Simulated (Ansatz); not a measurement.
Mulliken charges of `C=C=C[SiH3]` from ωB97M-V/def2-TZVPP in Ansatz (PBE0-D4/def2-TZVP geometry).

```tsv
atom	x (Å)	y (Å)	z (Å)	charge (e)
C1	-1.306	1.564	-0.795	-0.229
C2	-0.442	0.594	-0.738	0.013
C3	0.419	-0.377	-0.641	-0.275
Si4	0.877	-1.106	1.009	0.223
H5	-0.989	2.600	-0.741	0.119
H6	-2.366	1.363	-0.904	0.119
H7	0.875	-0.763	-1.551	0.115
H8	2.335	-0.950	1.257	-0.031
H9	0.568	-2.561	1.032	-0.031
H10	0.111	-0.415	2.075	-0.022
```

Q: By hand: the dipole of these point charges (1 e Å = 4.8032 D).

A: Σ q r = (-0.017, 0.008, 0.083) e Å, of length 0.085 e Å = 0.41 D.

Q: How does the dipole of the full density compare? (Best estimate.)

A: Ansatz gave: (-0.044, 0.062, -0.093) e Å, 0.58 D; the point charges give 0.71 times that, at 129° from its direction, so they point the opposite way.

Point charges leave out the atoms' own dipoles, such as those of lone pairs, and Mulliken's split depends on the basis, so the two needn't agree.
